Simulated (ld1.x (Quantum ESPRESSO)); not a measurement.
Au: excitation energies, all-electron against TM

```
Element                 : Au (Z = 79)
Generator               : ld1.x (Quantum ESPRESSO) 7.5
Type                    : norm-conserving Troullier–Martins (Kleinman–Bylander form)
Functional              : PBE
Relativity              : fully relativistic
Frozen core             : [Xe] 4f14
Valence charge          : 11
Reference configuration : 5d9 6s2 6p0
Partial waves           : 6p (bound, empty): rc 2.95 bohr; 5d (bound): rc 1.15 bohr; 6s (bound): rc 1.95 bohr
Local potential         : the s channel
Core correction         : none
```

Open shells are filled in proportion to 2j + 1 (rel_dist='average').

Energies are relative to the spin-unpolarised reference configuration 5d9 6s2 6p0; without spin polarisation the order of configurations can differ from experiment.

| valence configuration | charge | ΔE all-electron (eV) | error AE − PS (meV) |
| --- | --- | --- | --- |
| 5d10 6s1 6p0 | 0 | -1.712 | -56 |
| 5d10 6s0 6p0 | +1 | 7.715 | -77 |
| 5d9 6s0 6p0 | +2 | 28.943 | +24 |
| 5d9 6s1 6p1 | 0 | 5.738 | +1.5 |
| 5d9 6s1 6p0 | +1 | 10.442 | +3.2 |
| 5d7 6s0 6p0 | +4 | 110.514 | -235 |

Problem. What are ΔE and the potential's error for 5d8 6s0 6p0?

Solution. ΔE = 62.821 eV all-electron; the error (AE − PS) is -0.5 meV.

Levels in the configuration 5d10 6s1 6p0:

| level | all-electron (eV) | pseudo (eV) |
| --- | --- | --- |
| 5d j=3/2 | -7.837 | -7.749 |
| 5d j=5/2 | -6.311 | -6.238 |
| 6s j=1/2 | -5.780 | -5.808 |
